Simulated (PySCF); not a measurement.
Te(F)(GeH3) (FGeH3Te), SMILES [GeH3][Te]F. Geometry optimised at PBE0-D3(BJ)/def2-SVP. The def2 effective core potentials stand for the cores of Te; spin–orbit coupling is left out.

Computed with PBE0-D3(BJ)/def2-SVP run with PySCF.

Harmonic wavenumbers (cm⁻¹): 93, 104, 237, 487, 507, 610, 793, 861, 879, 2156, 2176, 2177. Rotational constants (GHz): 7.379, 1.473, 1.247; symmetry number 1.

Q: Work out the zero-point energy and the ideal-gas rigid-rotor harmonic-oscillator thermochemistry at 298.15 K and 1 atm.

A: ZPE = ½ Σ hcν = ½ × 11081 cm⁻¹ = 66.28 kJ/mol. H − E(el) = 83.51 kJ/mol. Entropy in J/(mol K): translation 176.14, rotation 115.33, vibration 46.35, total 337.82. G − E(el) = -17.21 kJ/mol. Cp = 79.17 J/(mol K). Modes under 150 cm⁻¹ make the vibrational entropy uncertain.
